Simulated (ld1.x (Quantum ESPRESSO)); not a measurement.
# Before and after: TM semilocal potential for lithium (Li)

```
Element                 : Li (Z = 3)
Generator               : ld1.x (Quantum ESPRESSO) 7.5
Type                    : norm-conserving Troullier–Martins (semilocal form)
Functional              : LDA (PZ)
Relativity              : scalar-relativistic
Frozen core             : none
Valence charge          : 3
Reference configuration : 1s2 2s0.75 2p0 (charge +0.25)
Partial waves           : 1s (bound): rc 0.60 bohr; 2p (bound, empty): rc 3.90 bohr
Local potential         : the p channel
Core correction         : none
```

Occupied shells without a wave of their own: 2s. They enter only through the test configuration that unscreens the potential.

All-electron outer shells of the reference configuration (LDA (PZ), scalar-relativistic, ld1.x):

```json
{"shell": "1s", "level (eV)": "-52.94", "outermost node (bohr)": "–", "outermost maximum (bohr)": "0.36"}
{"shell": "2s", "level (eV)": "-4.08", "outermost node (bohr)": "0.84", "outermost maximum (bohr)": "3.01"}
{"shell": "2p", "level (eV)": "-2.21", "outermost node (bohr)": "–", "outermost maximum (bohr)": "3.54"}
```

Change: wave 1s (bound): rc 0.60 bohr becomes 1s (bound): rc 0.70 bohr.

Cutoffs: the cutoffs (Ry, on a coarse ladder) from which the occupation-weighted sum of valence levels, in a spherical-Bessel basis at the reference potential, stays within 10 and 1 mRy of its value at 400 Ry; they do not see the model core or the augmentation charge, which bear on the density cutoff. Errors are all-electron minus pseudo energies relative to the spin-unpolarised reference configuration.

Task: How do hardness, ghosts and transferability respond?

Result: Of the 7 tests that both files solve, the error grows in 6 and shrinks in 0 by more than 15 % and 0.3 meV (median size 1.8 → 4.1 meV); the range in which the s phases agree narrows (upper end 3.7 → 1.0); neither file shows a bound ghost. More of the atom is replaced by a form fitted at one configuration, so other configurations suffer. A semilocal file is local in each channel, so a ghost entry of none says nothing of the separable form that plane-wave codes build from it.

| quantity | base | changed |
| --- | --- | --- |
| cutoff, loose | 180 Ry | 160 Ry |
| cutoff, tight | over 300 Ry | 300 Ry |
| bound ghosts | none | none |
| error for 1s2 2s1 2p0, meV [ΔE -0.87 eV] | -1.5 | -3.1 |
| error for 1s2 2s0 2p0, meV [ΔE 4.37 eV] | +7.6 | +16 |
| error for 1s2 2s0.5 2p0, meV [ΔE 1.18 eV] | +1.9 | +4.1 |
| error for 1s2 2s0 2p1, meV [ΔE 0.88 eV] | +1.4 | +6.6 |
| error for 1s1 2s1 2p0, meV [ΔE 66.51 eV] | +56 | +100 |
| error for 1s2 2s0.75 2p0 (spin-polarised), meV [ΔE -0.16 eV] | -0.2 | -0.4 |
| error for 1s2 2s1 2p0 (spin-polarised), meV [ΔE -1.10 eV] | -1.8 | -3.7 |
| s: phases at 4.24 bohr within 0.05 rad from the reference energy up to (Ry; the scan ends near 5) | 3.7 | 1.0 |
| p: phases at 4.24 bohr within 0.05 rad from the reference energy up to (Ry; the scan ends near 5) | 0.6 | 0.6 |
